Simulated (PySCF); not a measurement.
## TiN(OH) + HCl → ClTiN + H₂O

Level: PBE0 in the def2-TZVP basis family, all electrons, no relativity, computed in PySCF with density fitting; open shells unrestricted.

| species | state and structure | E (Eh) | ZPE (kJ/mol) | H(298 K) − H(0) (kJ/mol) | S° (J/(mol K)) |
| --- | --- | --- | --- | --- | --- |
| TiN(OH) | singlet, Cs, O–H 0.958 Å, Ti–N 1.560 Å, Ti–O 1.855 Å; H–O–Ti 124.6°, N–Ti–O 113.2° | -979.72950 | 43.0 | 12.4 | 272.3 |
| HCl | singlet, C∞v, H–Cl 1.279 Å | -460.66440 | 17.9 | 8.7 | 186.6 |
| ClTiN | singlet, Cs, Ti–Cl 2.275 Å, Ti–N 1.545 Å; Cl–Ti–N 117.9° | -1364.03708 | 10.6 | 12.2 | 281.1 |
| H₂O | singlet, C2v, O–H 0.960 Å (×2); H–O–H 105.1° | -76.37736 | 56.5 | 9.9 | 188.7 |

**Question.** What is the electronic reaction energy?

**Answer.** At PBE0/def2-TZVP, ΔE = -53.9 kJ/mol from the differences of the total energies times 2625.5, downhill. 

**Question.** Add zero-point, thermal and entropy terms for 298.15 K and 1 bar.

**Answer.** ΔZPE = 6.2 and Δ[H(298) − H(0)] = 1.0 kJ/mol give ΔH° = -46.7 kJ/mol. ΔS° = 10.9 J/(mol K), so ΔG° = -46.7 − 298.15 × (0.0109) = -50 kJ/mol and log₁₀K = 8.8.

Each species is the lowest minimum found with this bonding; other isomers or fragments can lie lower.
